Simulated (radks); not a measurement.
Species: Tb I. Configuration: [Xe] 4f9 6s2 (the NIST ground configuration). Method: scalar-relativistic Kohn-Sham, PBE, spin-polarised, spherical densities, finite nucleus; open shells are filled with parallel spins first (spin-orbit coupling, left out, can overturn this in heavy ions); Fermi nuclear charge, rms radius 5.06 fm; hard spherical wall at 7 bohr; computed with a radial shooting solver on a logarithmic mesh with Libxc functionals. Some entries of the table are withheld. Estimate them.

orbital  occ.  eigenvalue (eV)  <1/r> (bohr^-1)
1s up       1        -51850.03            73.09
1s down     1        -51850.03            73.09
2s up       1        -8593.881            16.97
2s down     1        -8593.845            16.97
2p up       3        -7636.885            15.81
2p down     3        -7636.859            15.81
3s up       1        -1905.545            6.235
3s down     1        -1903.695            6.240
3p up       3        -1610.334            5.853
3p down     3        -1608.492            5.858
3d up       5        -1225.338            5.553
3d down     5        -1223.929            5.557
4s up       1        -377.8493            2.627
4s down     1        -373.6230            2.627
4p up       3        -280.6495            2.412
4p down     3        -276.4581            2.411
4d up       5        -147.2014            2.124
4d down     5        -143.0534            2.122
5s up       1         -47.0775            1.003
5s down     1         -44.8956           0.9883
5p up       3         -24.2177           0.8351
5p down     3         -22.6464           0.8175
4f up       7          -3.1504            1.521
6s up       1          -2.4858           0.3369
6s down     1          -2.2998           0.3328
5d up       0              (1)           0.4543
5d down     0              (2)           0.4331
4f down     2           0.4102            1.464
6p up       0              (3)           0.2994
6p down     0              (4)           0.2985
7s up       0          10.1183           0.3323
7s down     0          10.3870           0.3332

Answer. 
(1) 5d up eigenvalue (eV): -0.2044
(2) 5d down eigenvalue (eV): 0.2099
(3) 6p up eigenvalue (eV): 1.2429
(4) 6p down eigenvalue (eV): 1.3852
